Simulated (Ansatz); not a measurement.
`C[CH2][SbH2]` + CH₃SH → `C[S][SbH2]` + ethane  (ligand exchange at the Sb–C bond)

Program: Ansatz. Geometries: PBE0-D4/def2-TZVP. ΔE: electronic, gas phase. CBS: MP2 limit from def2 TZ/QZ plus the TZ coupled-cluster correction, frozen cores. This one scheme is used for every species. Functionals use def2-TZVPP. def2 core potentials past Kr. For Sb outer-core shells are correlated without core-valence functions, which leaves a few kJ/mol of doubt a bond.

```csv
level,ΔE (eV)
PBE-D4,-0.78
r2SCANh-D4,-0.78
PBE,-0.78
BHLYP,-0.78
HF/def2-SVP,-0.79
CCSD/def2-SVP,-0.68
CCSD(T)/def2-SVP,-0.68
CCSD/def2-TZVPP,-0.65
```

Task: What does CCSD(T)/CBS give? (Estimate.)

Result: The calculation gave: -0.71 eV. The listed levels differ from it by -0.07, -0.07, -0.07, -0.07, -0.08, 0.03, 0.03, 0.06 eV.

Largest T1 diagnostic among the species: 0.013.

Leaving LDA and LC-ωPBE aside and taking each functional with its dispersion term where it has one, the values, not all of them listed here, spread over 0.08 eV, from B97M-V to ωB97X-V. LDA lies +0.06 eV from PBE without D4. At CCSD(T), def2-SVP lies +0.04 eV from the extrapolated value and def2-TZVPP +0.06 eV.
